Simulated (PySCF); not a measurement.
**Carbon: a sound run and one with changed settings**

Sound run: C⁺ [He] 2s2 2p1, C²⁺ [He] 2s2. All numbers are calculated (PySCF 2.14, the spin-free X2C one-electron Hamiltonian (Gaussian nucleus), in jorge-DZP-DKH). In the sound run the correlated levels freeze 1s2. The sound run starts from symmetry-adapted Hartree-Fock orbitals and uses a fine grid where one is needed.

Changed run: basis STO-3G, all-electron and non-relativistic. This setting is unsound on purpose.

```tsv
species	method	sound run (hartree)	changed run (hartree)	converged
C⁺	UHF	-37.30641	-36.87037	yes
C⁺	PBE	-37.38322	-36.93592	yes
C⁺	M06-2X	-37.43849	-37.00670	yes
C⁺	MP2	-37.34864	-36.89090	yes
C⁺	CCSD(T)	-37.37473	-36.91145	yes
C²⁺	UHF	-36.41866	-35.97831	yes
C²⁺	PBE	-36.47096	-36.01618	yes
C²⁺	M06-2X	-36.54008	-36.09655	yes
C²⁺	MP2	-36.45870	-36.01050	yes
C²⁺	CCSD(T)	-36.49081	-36.04086	yes
```

Ionisation energy of C⁺:

```tsv
method	sound run (eV)	changed run (eV)
UHF	24.157	24.274
PBE	24.824	25.027
M06-2X	24.447	24.766
MP2	24.217	23.957
SCS-MP2	24.172	23.893
CCSD	24.036	23.690
CCSD(T)	24.053	23.690
```

A minimal basis cannot let orbitals breathe on ionisation and holds almost no correlation. The Hamiltonian changed with the basis, so the totals do not compare.

For comparison, NIST gives 24.383 eV between the lowest levels.
